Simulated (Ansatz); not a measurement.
Geometry optimisation, UKS PBE/def2-SVP in Ansatz.

The input (input.yaml):

```yaml
crystal:
  periodic: [false, false, false]
  atoms:
    - { symbol: Sn, position_ang: [-0.030953, -0.072342, -0.091284] }
    - { symbol: Cl, position_ang: [0.229789, -0.305295, 2.284509] }
    - { symbol: O, position_ang: [1.754673, -0.015591, -0.963432] }
    - { symbol: H, position_ang: [2.342528, -0.664813, -0.523238] }
    - { symbol: O, position_ang: [-0.904427, 1.624766, -0.644699] }
    - { symbol: H, position_ang: [-1.839983, 1.42567, -0.85405] }
    - { symbol: O, position_ang: [-1.185511, -1.603448, -0.667011] }
    - { symbol: H, position_ang: [-1.365301, -2.151052, 0.124967] }
    - { symbol: "N", position_ang: [0.298614, -0.26647, 5.214184] }
    - { symbol: H, position_ang: [-0.741488, -0.398784, 5.221235] }
    - { symbol: H, position_ang: [0.349758, 0.77886, 5.206018] }
magnetization:
  spin_polarized: true
  initial_magnetization: 1
basis:
  gaussian: { orbitals: def2-SVP }
hamiltonian:
  xc: pbe
relax:
  f_tol: 0.03
  max_steps: 50
```

Launched with:

```bash
$ ansatz run input.yaml --threads 4 --pin off --max-ram 5120MiB --backend cpu --events-out ev --progress --plain --runs-dir out
```

Task: Where does it end, and by what steps?

Result: The run converged. The force dipped under the threshold on the way, but the program's further checks kept it going. After 24 steps the energy has fallen by 0.024 eV; H8 moved furthest, 0.78 Å.

| step | energy less start (eV) | largest force component (eV/Å) | accepted |
| --- | --- | --- | --- |
| 0 | 0.0000 | 0.281 | yes |
| 1 | -0.0044 | 0.166 | yes |
| 2 | -0.0061 | 0.091 | yes |
| 3 | -0.0079 | 0.153 | yes |
| 4 | -0.0090 | 0.187 | yes |
| 5 | -0.0100 | 0.194 | yes |
| 6 | -0.0116 | 0.128 | yes |
| 7 | -0.0127 | 0.086 | yes |
| 8 | -0.0103 | 0.390 | no |
| 9 | -0.0140 | 0.083 | yes |
| 10 | -0.0144 | 0.173 | yes |
| 11 | -0.0157 | 0.092 | yes |
| 12 | -0.0167 | 0.044 | yes |
| 13 | -0.0168 | 0.040 | yes |
| 14 | 0.0057 | 0.869 | no |
| 15 | -0.0187 | 0.077 | yes |
| 16 | -0.0150 | 0.481 | no |
| 17 | -0.0199 | 0.071 | yes |
| 18 | -0.0211 | 0.105 | yes |
| 19 | -0.0213 | 0.198 | yes |
| 20 | -0.0227 | 0.091 | yes |
| 21 | -0.0235 | 0.054 | yes |
| 22 | -0.0239 | 0.012 | yes |
| 23 | -0.0241 | 0.082 | yes |
| 24 | -0.0243 | 0.027 | yes |

```xyz
11
Properties=species:S:1:pos:R:3
Sn -0.101 -0.248 -0.020
Cl 0.229 -0.682 2.295
O 1.684 -0.357 -0.899
H 2.372 -0.224 -0.215
O -0.871 1.559 -0.330
H -1.847 1.484 -0.334
O -1.401 -1.532 -0.816
H -1.153 -2.444 -0.561
N 0.192 -0.128 5.162
H -0.821 0.119 5.067
H 0.626 0.802 4.957
```

Whether the end is a true minimum wasn't checked by a vibrational analysis.

Run time: 32 s on 4 threads of Intel(R) Xeon(R) 6975P-C (Granite Rapids) (shared host), peak memory 0.24 GiB.
